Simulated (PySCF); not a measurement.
**How methods differ on the excitation energy of Fe⁺**

Fe⁺ [Ar] 3d6 4s1 (6D) → Fe⁺ [Ar] 3d5 4s2 (6S), as a difference of total energies. Computed with PySCF 2.14 in x2c-TZVPPall with one added diffuse shell each of s, p, d, f type (7s6p5d3f1g, 80 functions), with scalar relativity by spin-free X2C-1e. Correlated levels: valence: [Ar] frozen. The calculations carry no spin-orbit coupling.

```
           method  excitation energy (eV)  error (eV)
              UHF                   2.138      -0.701
    MP2 (valence)                   2.751      -0.088
SCS-MP2 (valence)                   2.720      -0.119
   CCSD (valence)                   2.511      -0.328
CCSD(T) (valence)                   2.521      -0.318
```

Reference: 2.839 eV (measured; NIST levels, between the centres of gravity of the two terms).

Errors of the correlated levels include the incompleteness of this basis and the frozen core.
